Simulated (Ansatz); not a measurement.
**Ligand exchange: InH2(SH) + GaH(SH)2 → InH(SH)2 + GaH2(SH)**

Species: InH2(SH), singlet; GaH(SH)2, singlet; InH(SH)2, singlet; GaH2(SH), singlet. The partners trade H for SH: In–H and Ga–SH bonds give way to In–SH and Ga–H.

Shapes, held fixed at every level: PBE0-D4/def2-TZVP. Flexible molecules stand in one conformer, not always the lowest. Programs: Ansatz 0.2.0. The zero-point and thermal change to 298 K, harmonic and unscaled (PBE0-D4/def2-TZVP), is +1.1 kJ/mol.

```json
{"level": "HF/def2-SVP", "kind": "Hartree–Fock", "ΔH(298 K) (kJ/mol)": "+1.3", "less CCSD(T)/def2-TZVPP": "-1.7", "CPU time (sum over the molecules)": "–"}
{"level": "SPW92/def2-TZVPP", "kind": "LDA", "ΔH(298 K) (kJ/mol)": "+5.1", "less CCSD(T)/def2-TZVPP": "+2.1", "CPU time (sum over the molecules)": "8.7 s"}
{"level": "PBE0-D4/def2-TZVPP", "kind": "global hybrid", "ΔH(298 K) (kJ/mol)": "+3.1", "less CCSD(T)/def2-TZVPP": "+0.1", "CPU time (sum over the molecules)": "18 s"}
{"level": "r2SCAN0-D4/def2-TZVPP", "kind": "global hybrid", "ΔH(298 K) (kJ/mol)": "+3.2", "less CCSD(T)/def2-TZVPP": "+0.2", "CPU time (sum over the molecules)": "32 s"}
{"level": "B2PLYP/def2-TZVPP", "kind": "double hybrid", "ΔH(298 K) (kJ/mol)": "+0.8", "less CCSD(T)/def2-TZVPP": "-2.2", "CPU time (sum over the molecules)": "32 s"}
{"level": "MP2/def2-SVP", "kind": "perturbation theory", "ΔH(298 K) (kJ/mol)": "+3.7", "less CCSD(T)/def2-TZVPP": "+0.7", "CPU time (sum over the molecules)": "–"}
{"level": "CCSD(T)/def2-TZVPP", "kind": "coupled cluster or CI", "ΔH(298 K) (kJ/mol)": "+3.0", "less CCSD(T)/def2-TZVPP": "0.0", "CPU time (sum over the molecules)": "58 s"}
```

The highest level, CCSD(T)/def2-TZVPP, gives ΔH(298 K) = +3.0 kJ/mol; the levels span +0.8 to +5.1. That is about zero within the method's error. The column of differences is taken from that level and isn't an error. No measured value is set beside it here. For atoms past krypton def2 sets carry core potentials with scalar relativity. Relativity is left out for Ga. Outer-core shells of Ga, In are correlated, in sets that cover them unevenly. Times are processor times on shared x86 and Arm servers, and rough.
